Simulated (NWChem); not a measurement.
System: CH₉BSi₂; SMILES [SiH3]B([SiH3])C

No frequency run checked for a minimum.

Question: Give the equilibrium geometry at PBE0/def2-SVP (NWChem) as a list of bonds and angles, with the point group.

Answer: point group C1; any orientation.
Bonds (Å): B1–C2 1.560, B1–Si6 2.028, B1–Si10 2.028, C2–H3 1.101, C2–H4 1.114, C2–H5 1.101, Si6–H7 1.500, Si6–H8 1.502, Si6–H9 1.499, Si10–H11 1.497, Si10–H12 1.503, Si10–H13 1.500. Angles (°): C2–B1–Si6 122.1, C2–B1–Si10 120.3, Si6–B1–Si10 117.6, B1–C2–H3 115.7, B1–C2–H4 101.9, B1–C2–H5 116.2, H3–C2–H4 105.6, H3–C2–H5 110.4, H4–C2–H5 105.6, B1–Si6–H7 110.8, B1–Si6–H8 108.4, B1–Si6–H9 114.6, H7–Si6–H8 106.8, H7–Si6–H9 108.1, H8–Si6–H9 107.8, B1–Si10–H11 114.2, B1–Si10–H12 106.1, B1–Si10–H13 113.2, H11–Si10–H12 107.2, H11–Si10–H13 108.4, H12–Si10–H13 107.3.
